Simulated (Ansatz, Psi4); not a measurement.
The Psi4 input:
```
memory 2 GB

molecule {
0 1
  O     2.02364805   -0.10196367   -0.02219553
  C     0.84129222   -0.04238941   -0.00922736
  O     0.02528031   -1.10906625    0.06015929
  C    -1.32923011   -0.70405933    0.05664352
  C    -1.25265770    0.83415051   -0.02832517
  O     0.13529665    1.10097540   -0.06192051
  H    -1.80468390   -1.05510197    0.97634301
  H    -1.82913313   -1.15234299   -0.80606914
  H    -1.71042935    1.23221471   -0.93778897
  H    -1.68598012    1.32945573    0.84462318
}

set basis sto-3g
set freeze_core true
set mp2_type conv
set scf_type pk
set puream true
set d_convergence 1e-8

energy('mp2')
print_variables()
```

Convert this to an input for Ansatz (a program for electronic structure).

This is not unique; one that fits is 
Ansatz 0.2 input:
```yaml
crystal:
  periodic: [false, false, false]
  atoms:
    - {symbol: O, position_ang: [2.02364805, -0.10196367, -0.02219553]}
    - {symbol: C, position_ang: [0.84129222, -0.04238941, -0.00922736]}
    - {symbol: O, position_ang: [0.02528031, -1.10906625, 0.06015929]}
    - {symbol: C, position_ang: [-1.32923011, -0.70405933, 0.05664352]}
    - {symbol: C, position_ang: [-1.25265770, 0.83415051, -0.02832517]}
    - {symbol: O, position_ang: [0.13529665, 1.10097540, -0.06192051]}
    - {symbol: H, position_ang: [-1.80468390, -1.05510197, 0.97634301]}
    - {symbol: H, position_ang: [-1.82913313, -1.15234299, -0.80606914]}
    - {symbol: H, position_ang: [-1.71042935, 1.23221471, -0.93778897]}
    - {symbol: H, position_ang: [-1.68598012, 1.32945573, 0.84462318]}
basis:
  gaussian:
    orbitals: STO-3G
magnetization: {spin_polarized: false}
correlation: {method: mp2, electrons: outside_noble_gas}
accuracy: high
```

Both were run: Psi4 gave -336.372927 Eh and Ansatz -336.372927 Eh, 0.000 mEh apart.
